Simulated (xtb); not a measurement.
F5Ta, charge -1, doublet, from a rough starting geometry (GFN-xTB shapes and energies of metal compounds can be far from the true ones) (the multiplicity is a formal guess); GFN2-xTB (xtb 6.7.1).

Here is a job for xtb.
```
$ xtb mol.xyz --gfn 2 --chrg -1 --uhf 1 --opt vtight --json

# file mol.xyz
6

Ta     0.03649258    -0.00573350     0.02040169
F      1.13233219    -0.72165935     1.14547680
F     -1.21044118     0.68227969    -1.14416394
F      0.07275823     1.54525073     0.82982124
F      1.10282080    -0.36216434    -1.34537184
F     -1.26579579    -1.24460897     0.50921544
```

Output, abridged:

```
   ID    Z sym.   atoms
    1   73 Ta     1
    2    9 F      2-6

           -------------------------------------------------
          |                Calculation Setup                |
           -------------------------------------------------

           -------------------------------------------------
          |                 G F N 2 - x T B                 |
           -------------------------------------------------

          ...................................................
          :                      SETUP                      :
          :.................................................:
          :  # basis functions                  30          :
          :  # atomic orbitals                  29          :
          :  # shells                           13          :
          :  # electrons                        41          :
          :  max. iterations                   250          :
          :  Hamiltonian                  GFN2-xTB          :
          :  restarted?                      false          :
          :  GBSA solvation                  false          :
          :  PC potential                    false          :
          :  electronic temp.          300.0000000     K    :
          :  accuracy                    1.0000000          :
          :  -> integral cutoff          0.2500000E+02      :
          :  -> integral neglect         0.1000000E-07      :
          :  -> SCF convergence          0.1000000E-05 Eh   :
          :  -> wf. convergence          0.1000000E-03 e    :
          :  Broyden damping             0.4000000          :
          :  net charge                         -1          :
          :  unpaired electrons                  1          :
          ...................................................

 iter      E             dE          RMSdq      gap      omega  full diag
   1    -26.1009810 -0.261010E+02  0.915E+00    0.30       0.0  T
   2    -26.1650271 -0.640461E-01  0.661E+00    0.20       1.0  T
   3    -26.1662465 -0.121940E-02  0.215E+00    0.13       1.0  T
   4    -26.1666291 -0.382588E-03  0.894E-01    0.11       1.0  T
   5    -26.1666814 -0.522487E-04  0.602E-01    0.12       1.0  T
   6    -26.1666937 -0.122903E-04  0.140E-01    0.11       1.0  T
   7    -26.1666943 -0.674193E-06  0.962E-02    0.12       1.0  T
   8    -26.1666955 -0.113197E-05  0.225E-02    0.11       1.8  T
   9    -26.1666955 -0.141076E-07  0.330E-03    0.11      12.4  T
  10    -26.1666955 -0.422018E-08  0.572E-04    0.11      71.3  T
  11    -26.1666955 -0.712674E-11  0.279E-04    0.11     146.3  T

   *** convergence criteria satisfied after 11 iterations ***

         :::::::::::::::::::::::::::::::::::::::::::::::::::::
         ::                     SUMMARY                     ::
         :::::::::::::::::::::::::::::::::::::::::::::::::::::
         :: total energy             -26.125660247973 Eh    ::
         :: gradient norm              0.145369753946 Eh/a0 ::
         :: HOMO-LUMO gap              0.113641384542 eV    ::
         ::.................................................::
         :: SCC energy               -26.166694753843 Eh    ::
         :: -> isotropic ES            0.217093049227 Eh    ::
         :: -> anisotropic ES         -0.005823068965 Eh    ::
         :: -> anisotropic XC         -0.000568764390 Eh    ::
         :: -> dispersion             -0.003230052198 Eh    ::
         :: repulsion energy           0.041034505869 Eh    ::
         :: add. restraining           0.000000000000 Eh    ::
         :: total charge              -1.000000000000 e     ::
         :::::::::::::::::::::::::::::::::::::::::::::::::::::

      -----------------------------------------------------------
     |                   =====================                   |
     |                        A N C O P T                        |
     |                   =====================                   |
[...]
 * total energy  :   -26.2061164 Eh     change       -0.1379272E-05 Eh
 * total energy  :   -26.2061176 Eh     change       -0.1207616E-05 Eh
 * total energy  :   -26.2061187 Eh     change       -0.1037038E-05 Eh
 * total energy  :   -26.2061195 Eh     change       -0.8835636E-06 Eh
 * total energy  :   -26.2061203 Eh     change       -0.7223565E-06 Eh
 * total energy  :   -26.2061205 Eh     change       -0.2295480E-06 Eh
 * total energy  :   -26.2061209 Eh     change       -0.3917957E-06 Eh
 * total energy  :   -26.2061216 Eh     change       -0.7467893E-06 Eh
 * total energy  :   -26.2061224 Eh     change       -0.7422413E-06 Eh
 * total energy  :   -26.2061228 Eh     change       -0.4363345E-06 Eh
 * total energy  :   -26.2061230 Eh     change       -0.2200712E-06 Eh
 * total energy  :   -26.2061231 Eh     change       -0.6939232E-07 Eh
   *** GEOMETRY OPTIMIZATION CONVERGED AFTER 50 ITERATIONS ***
         :: total energy             -26.206123103054 Eh    ::
[...]
       ...           ...                  ...                  ...
         9        2.0000           -0.3357528              -9.1363
        10        2.0000           -0.3357526              -9.1363
        11        2.0000           -0.3343965              -9.0994
        12        2.0000           -0.3343949              -9.0993
        13        2.0000           -0.3318558              -9.0303
        14        2.0000           -0.3296299              -8.9697
        15        2.0000           -0.3274334              -8.9099
        16        2.0000           -0.3274317              -8.9099
        17        2.0000           -0.3254260              -8.8553
        18        2.0000           -0.2528542              -6.8805
        19        2.0000           -0.2403319              -6.5398
        20        2.0000           -0.2403318              -6.5398
        21        1.0000           -0.1709885              -4.6528 (HOMO)
        22                         -0.1110860              -3.0228 (LUMO)
        23                         -0.1110835              -3.0227
        24                         -0.0807663              -2.1978
        25                          0.4098757              11.1533
        26                          0.4963818              13.5072
        27                          0.5004689              13.6185
        28                          0.8227645              22.3886
        29                          0.8227858              22.3891
      -------------------------------------------------------------
                  HL-Gap            0.0599025 Eh            1.6300 eV
             Fermi-level           -0.1735148 Eh           -4.7216 eV

     #   Z          covCN         q      C6AA      α(0)
     1  73 Ta       3.083     1.413   239.931    33.447
     2   9 F        0.659    -0.468    14.431     4.484
     3   9 F        0.659    -0.468    14.430     4.484
     4   9 F        0.659    -0.468    14.432     4.484
     5   9 F        0.659    -0.468    14.430     4.484
     6   9 F        0.446    -0.542    15.648     4.646

 Mol. C6AA /au·bohr⁶  :       1138.892456
 Mol. C8AA /au·bohr⁸  :      78396.672191
 Mol. α(0) /au        :         56.028604

Wiberg/Mayer (AO) data.
largest (>0.10) Wiberg bond orders for each atom

 ---------------------------------------------------------------------------
     #   Z sym  total        # sym  WBO       # sym  WBO       # sym  WBO
 ---------------------------------------------------------------------------
     1  73 Ta   4.042 --     5 F    0.837     3 F    0.837     2 F    0.837
                             4 F    0.837     6 F    0.694
     2   9 F    0.940 --     1 Ta   0.837
     3   9 F    0.940 --     1 Ta   0.837
     4   9 F    0.940 --     1 Ta   0.837
     5   9 F    0.940 --     1 Ta   0.837
     6   9 F    0.775 --     1 Ta   0.694
 ---------------------------------------------------------------------------

Topologies differ in total number of bonds
Writing topology from bond orders to xtbtopo.mol

molecular dipole:
                 x           y           z       tot (Debye)
 q only:        1.092       1.090      -0.434
   full:        1.007       1.005      -0.397       3.755
molecular quadrupole (traceless):
                xx          xy          yy          xz          yz          zz
 q only:        0.320       1.226       0.338      -0.543      -0.547      -0.657
  q+dip:        0.255       0.982       0.266      -0.445      -0.447      -0.521
   full:       -0.281      -0.986      -0.289       0.361       0.362       0.570

optimized geometry written to: xtbopt.xyz

           -------------------------------------------------
          | TOTAL ENERGY              -26.206123103054 Eh   |
          | GRADIENT NORM               0.000011135394 Eh/α |
          | HOMO-LUMO GAP               1.630030356338 eV   |
           -------------------------------------------------

normal termination of xtb
```
